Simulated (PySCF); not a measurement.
PySCF input file for C₂H₅BF₂O, SMILES B([C@@H](O)C)(F)F, r2SCAN-D4/def2-SVP. Geometry optimised at r2SCAN-D4/def2-SVP. The structure was generated by enumeration; whether it is a known compound was not checked. Other conformers were not sampled.

```python
import numpy as np
from pyscf import gto, scf, dft, df
from pyscf.hessian import thermo

mol = gto.M(
    atom='''
    C    -1.66677699   -0.24287924   -0.79444910
    C    -0.53143987   -0.60072635    0.17057984
    O    -0.87740019   -0.36604224    1.52341559
    B     0.77300725    0.20865490   -0.16986443
    F     1.27899025    0.14589699   -1.39529541
    F     1.40688228    0.96114686    0.70646462
    H    -1.96145258    0.81179578   -0.67322415
    H    -2.55703324   -0.86445586   -0.59691891
    H    -1.37035303   -0.40679950   -1.84218939
    H    -0.27076241   -1.67315620   -0.00017018
    H    -1.66978524   -0.88408187    1.71719261
    ''',
    basis='def2-SVP',
    charge=0,
    spin=0,
    max_memory=1600,
    verbose=3,
)
mf = dft.RKS(mol, xc='r2scan').density_fit(auxbasis='def2-universal-jkfit')
mf.disp = 'd4'
mf.grids.level = 4
mf.conv_tol = 1e-11
mf.max_cycle = 100
mf.kernel()

# [left out here: the lines that compute and print the analytic Hessian (its translational invariance restored by hand, since the grid's response is missing), thermochemistry and intensities]
```

Output:

```
converged SCF energy = -378.624992433074

WARN: MGGA Hessian is sensitive to dft grids. grids.level 4 may not be dense enough.


WARN: DFTD4 does not support analytical Hessian, using finite difference.


WARN: Mole.unit (angstrom) is changed to Bohr

Mode                                 0                   1                   2
Irrep
Freq [cm^-1]                       39.9171            181.4253            212.9665
Reduced mass [au]                   6.3099              5.1383              2.0355
Force const [Dyne/A]                0.0059              0.0996              0.0544
Char temp [K]                      57.4318            261.0306            306.4114
Normal mode                   x     y     z       x     y     z       x     y     z
       0   C                 0.02 -0.11 -0.04    0.12  0.05 -0.04   -0.08 -0.04  0.01
       1   C                 0.00  0.01  0.02    0.02 -0.02  0.05   -0.02  0.08 -0.01
       2   O                -0.04  0.09 -0.01   -0.08 -0.06  0.03   -0.06 -0.04 -0.01
       3   B                 0.00  0.01  0.01    0.01 -0.00  0.04    0.00  0.07  0.01
       4   F                -0.06  0.09 -0.02   -0.11 -0.02 -0.00    0.02 -0.04  0.02
       5   F                 0.08 -0.09  0.04    0.06  0.05 -0.04    0.10  0.02 -0.02
       6   H                -0.03 -0.11 -0.13    0.15  0.05 -0.04   -0.36 -0.14  0.23
       7   H                 0.04 -0.13 -0.01    0.08  0.08 -0.15    0.08 -0.32 -0.14
       8   H                 0.05 -0.18 -0.02    0.23  0.07 -0.02   -0.00  0.26 -0.01
       9   H                 0.05  0.01  0.11    0.02 -0.02  0.03    0.09  0.11 -0.06
      10   H                -0.02  0.07  0.01   -0.11 -0.05 -0.06    0.02 -0.17 -0.04
Mode                                 3                   4                   5
Irrep
Freq [cm^-1]                      277.7326            325.9690            385.3175
Reduced mass [au]                   1.4037              1.2207              3.3825
Force const [Dyne/A]                0.0638              0.0764              0.2959
Char temp [K]                     399.5953            468.9968            554.3861
Normal mode                   x     y     z       x     y     z       x     y     z
       0   C                -0.05 -0.02  0.01   -0.01 -0.02  0.07    0.02  0.01  0.08
       1   C                -0.01  0.04 -0.02    0.02 -0.04  0.00    0.01 -0.07  0.04
       2   O                -0.05 -0.06 -0.01   -0.04 -0.03 -0.01   -0.13  0.04 -0.00
       3   B                 0.01  0.04  0.01    0.02 -0.01 -0.01    0.03 -0.06 -0.03
       4   F                 0.02 -0.00  0.02    0.03  0.03 -0.01    0.07  0.06 -0.03
       5   F                 0.07  0.03 -0.01    0.02  0.01 -0.02   -0.01 -0.01 -0.05
       6   H                 0.16  0.09 -0.35   -0.02 -0.02  0.13    0.08  0.01  0.21
       7   H                -0.15  0.24  0.37    0.01 -0.04  0.12   -0.01  0.05  0.09
       8   H                -0.24 -0.47  0.03   -0.11  0.02  0.04   -0.06  0.10  0.04
       9   H                 0.03  0.05 -0.06   -0.01 -0.05 -0.00   -0.04 -0.09  0.12
      10   H                 0.02 -0.17 -0.04   -0.54  0.62 -0.30    0.14 -0.35  0.07
Mode                                 6                   7                   8
Irrep
Freq [cm^-1]                      456.0784            498.0555            657.9744
Reduced mass [au]                   4.1400              6.1832              6.0534
Force const [Dyne/A]                0.5074              0.9037              1.5441
Char temp [K]                     656.1953            716.5910            946.6787
Normal mode                   x     y     z       x     y     z       x     y     z
       0   C                 0.01  0.00  0.06    0.06  0.00  0.04    0.07 -0.01  0.05
       1   C                 0.08 -0.04 -0.06    0.06  0.11  0.04    0.02 -0.02 -0.00
       2   O                -0.01  0.05 -0.13   -0.05 -0.03  0.04    0.01  0.01 -0.04
       3   B                 0.05  0.01  0.04    0.01  0.08 -0.08   -0.17  0.12 -0.04
       4   F                -0.08 -0.05  0.00    0.01 -0.05 -0.10    0.01 -0.00  0.09
       5   F                 0.00  0.03  0.07   -0.07 -0.04  0.06    0.00 -0.06 -0.06
       6   H                 0.06 -0.00  0.22    0.00 -0.00 -0.04    0.16  0.01  0.11
       7   H                 0.04  0.02  0.22    0.09 -0.03  0.09    0.01  0.08  0.03
       8   H                -0.21  0.07 -0.01    0.06 -0.07  0.06    0.04  0.03  0.03
       9   H                 0.10 -0.03 -0.04    0.16  0.13  0.01    0.21  0.03  0.00
      10   H                 0.09 -0.09 -0.09   -0.07 -0.06 -0.13    0.01  0.01 -0.03
Mode                                 9                  10                  11
Irrep
Freq [cm^-1]                      751.0893            911.7860           1001.1715
Reduced mass [au]                   3.8161              2.0025              1.3514
Force const [Dyne/A]                1.2684              0.9808              0.7981
[...]
       7   H                -0.08 -0.05 -0.23    0.05  0.02  0.16    0.08 -0.08 -0.01
       8   H                 0.13 -0.08  0.08   -0.20  0.05 -0.12    0.04 -0.10  0.05
       9   H                 0.04 -0.08  0.09    0.07  0.05  0.23    0.64  0.13 -0.33
      10   H                 0.02 -0.08 -0.24    0.02  0.08  0.17   -0.03  0.18  0.47
Mode                                15                  16                  17
Irrep
Freq [cm^-1]                     1276.0567           1324.8821           1371.5673
Reduced mass [au]                   1.9780              1.3849              1.2808
Force const [Dyne/A]                1.8977              1.4323              1.4196
Char temp [K]                    1835.9615           1906.2104           1973.3799
Normal mode                   x     y     z       x     y     z       x     y     z
       0   C                -0.01 -0.04 -0.00    0.00  0.05  0.02   -0.10  0.02 -0.08
       1   C                 0.04  0.03  0.04   -0.05 -0.01 -0.08    0.03  0.00  0.00
       2   O                -0.03 -0.03 -0.03   -0.00 -0.03 -0.01   -0.00 -0.00 -0.00
       3   B                 0.14  0.09 -0.05    0.08  0.04 -0.04   -0.00  0.02  0.03
       4   F                -0.03 -0.00  0.05   -0.02 -0.00  0.03    0.00 -0.00 -0.01
       5   F                -0.03 -0.03 -0.03   -0.01 -0.01 -0.01   -0.01 -0.01 -0.01
       6   H                 0.07 -0.01  0.00   -0.10  0.03 -0.06    0.28  0.07  0.39
       7   H                -0.10  0.08 -0.05    0.12 -0.11  0.01    0.16 -0.17  0.39
       8   H                -0.02  0.09 -0.03    0.02 -0.11  0.05    0.52 -0.17  0.13
       9   H                -0.26 -0.01 -0.21    0.21 -0.07  0.75   -0.05 -0.02  0.01
      10   H                -0.02  0.18  0.53   -0.01  0.05  0.16   -0.01  0.02  0.04
Mode                                18                  19                  20
Irrep
Freq [cm^-1]                     1420.3132           1444.9190           1468.2393
Reduced mass [au]                   2.6586              2.0271              1.0794
Force const [Dyne/A]                3.1598              2.4935              1.3710
Char temp [K]                    2043.5144           2078.9168           2112.4695
Normal mode                   x     y     z       x     y     z       x     y     z
       0   C                -0.02 -0.03  0.03    0.04  0.02 -0.02   -0.02  0.03  0.02
       1   C                 0.06  0.02 -0.04   -0.05 -0.02  0.01    0.03  0.03  0.00
       2   O                -0.01 -0.01 -0.01    0.01  0.01  0.00   -0.00 -0.01 -0.01
       3   B                -0.04  0.05  0.19    0.08  0.10  0.14   -0.03 -0.01  0.02
       4   F                 0.03 -0.00 -0.06    0.01 -0.00 -0.03    0.00  0.00 -0.01
       5   F                -0.02 -0.03 -0.03   -0.03 -0.04 -0.05    0.00  0.00  0.00
       6   H                 0.09  0.05 -0.32   -0.23 -0.10  0.34    0.45  0.14  0.11
       7   H                 0.01 -0.03  0.06   -0.11  0.15 -0.18    0.18 -0.41 -0.48
       8   H                 0.02  0.33 -0.02   -0.08 -0.39  0.02   -0.36 -0.32 -0.03
       9   H                -0.16 -0.05  0.21    0.03  0.01 -0.08   -0.12  0.00  0.01
      10   H                -0.00  0.04  0.13    0.01 -0.06 -0.18    0.00  0.02  0.09
Mode                                21                  22                  23
Irrep
Freq [cm^-1]                     1501.0815           2910.7664           3023.2662
Reduced mass [au]                   1.6392              1.0802              1.0370
Force const [Dyne/A]                2.1761              5.3920              5.5846
Char temp [K]                    2159.7220           4187.9448           4349.8070
Normal mode                   x     y     z       x     y     z       x     y     z
       0   C                 0.01  0.00 -0.00   -0.00  0.00  0.00    0.04 -0.00  0.02
       1   C                 0.11  0.06 -0.06    0.02 -0.08 -0.01   -0.00  0.00 -0.00
       2   O                -0.02 -0.02 -0.00    0.00 -0.00 -0.00   -0.00  0.00  0.00
       3   B                -0.10 -0.07 -0.00    0.00 -0.00 -0.00   -0.00 -0.00  0.00
       4   F                 0.01  0.00 -0.01   -0.00  0.00  0.00    0.00  0.00 -0.00
       5   F                 0.02  0.02  0.02    0.00  0.00  0.00    0.00  0.00  0.00
       6   H                -0.31 -0.11  0.25    0.01 -0.03 -0.00   -0.13  0.51  0.06
       7   H                -0.24  0.30 -0.15   -0.02 -0.01  0.01   -0.53 -0.39  0.13
       8   H                 0.09 -0.27  0.07    0.01 -0.00 -0.01    0.14 -0.07 -0.46
       9   H                -0.17 -0.04  0.19   -0.20  0.93  0.13    0.00 -0.01  0.00
      10   H                -0.02  0.09  0.28   -0.00  0.00 -0.00   -0.00 -0.00  0.00
Mode                                24                  25                  26
Irrep
Freq [cm^-1]                     3115.1532           3140.8150           3810.0238
Reduced mass [au]                   1.1026              1.1041              1.0666
Force const [Dyne/A]                6.3041              6.4169              9.1226
Char temp [K]                    4482.0119           4518.9335           5481.7760
Normal mode                   x     y     z       x     y     z       x     y     z
       0   C                -0.04 -0.07  0.03    0.03 -0.05 -0.07   -0.00 -0.00  0.00
       1   C                -0.00 -0.00  0.00    0.00 -0.00 -0.00    0.00  0.00  0.00
       2   O                 0.00  0.00 -0.00   -0.00  0.00  0.00    0.05  0.03 -0.01
       3   B                 0.00 -0.00  0.00   -0.00 -0.00 -0.00   -0.00 -0.00  0.00
       4   F                -0.00  0.00 -0.00    0.00  0.00  0.00   -0.00  0.00 -0.00
       5   F                 0.00  0.00 -0.00    0.00  0.00  0.00   -0.00 -0.00 -0.00
       6   H                -0.16  0.54  0.07   -0.14  0.55  0.06    0.00  0.00 -0.00
       7   H                 0.55  0.38 -0.12   -0.07 -0.06  0.01    0.00  0.00 -0.00
       8   H                 0.09 -0.07 -0.33   -0.21  0.11  0.71    0.00 -0.00  0.00
       9   H                -0.00  0.03  0.00   -0.01  0.03  0.00   -0.00  0.00  0.00
      10   H                 0.00  0.00 -0.00    0.00 -0.00  0.00   -0.79 -0.52  0.20
temperature 298.1500 [K]
pressure 101325.00 [Pa]
Rotational constants [GHz] 4.77589 2.90349 1.97591
Symmetry number 1
Zero-point energy (ZPE) 0.07953 [Eh]   208813.485 [J/mol]
                           tot       elec      trans        rot        vib
Entropy [J/mol/K]       344.799      0.000    165.391    112.400     67.009
Cv [J/mol/K]             96.651      0.000     12.472     12.472     71.707
Cp [J/mol/K]            104.965      0.000     20.786     12.472     71.707
Internal energy [J/mol]                      3718.434   3718.434 219489.481
Internal energy [Eh]   -378.53856  -378.62499
Enthalpy [J/mol]                             6197.391   3718.434 219489.481
Enthalpy [Eh]          -378.53762
Gibbs free energy [J/mol]                  -43113.886 -29793.499 199510.773
Gibbs free energy [Eh] -378.57677
mode   freq/cm-1   IR/(km/mol)
   1       39.92         1.025
   2      181.43         0.524
   3      212.97         0.108
   4      277.73         0.255
   5      325.97        80.436
   6      385.32        49.621
   7      456.08        17.281
   8      498.06        22.861
   9      657.97        21.884
  10      751.09        11.158
  11      911.79         9.260
  12     1001.17         7.593
  13     1078.94         3.587
  14     1130.43       144.062
  15     1194.96        46.774
  16     1276.06       120.860
  17     1324.88        58.798
  18     1371.57        16.070
  19     1420.31       149.115
  20     1444.92       135.932
  21     1468.24        17.538
  22     1501.08        91.078
  23     2910.77        56.711
  24     3023.27        21.400
  25     3115.15        19.940
  26     3140.82        12.609
  27     3810.02        21.537
max |gradient| / (hartree/bohr): 0.00017352540725779121
APT charges: [ 0.0181  0.2208 -0.578   1.3177 -0.5679 -0.5643 -0.0031 -0.0292  0.0097
 -0.0699  0.2457]
```

The run converged.
